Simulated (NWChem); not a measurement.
Correlation energy of sulfuric acid (H₂O₄S)

```xyz
7

O     -0.3014     1.2374     0.8705
S      0.0000     0.0000    -0.1716
O      1.2712     0.2525    -0.8416
O     -1.2712    -0.2525    -0.8416
O      0.3014    -1.2374     0.8705
H      0.5721     1.5953     1.1416
H     -0.5721    -1.5953     1.1416
```
Charge 0, spin multiplicity 1.

The numbers come from NWChem runs, not from measurements. All single points use one geometry, from PBE/def2-SVP, a minimum by its harmonic frequencies. It is one conformer; others weren't searched.

Basis set: def2-SVP. Each correlation energy counts from its own Hartree-Fock reference.

The correlated methods keep 9 core orbitals frozen. Coupled-cluster values serve here as a point of comparison, not as the truth.

For the correlation energy, MP2 gives -898.0 mHa and SCS-MP2 gives -862.3 mHa. What do CR-CCSD[T], CR-CCSD(T), CCSD give?

CR-CCSD[T]: -925.5 mHa; CR-CCSD(T): -923.6 mHa; CCSD: -904.4 mHa.
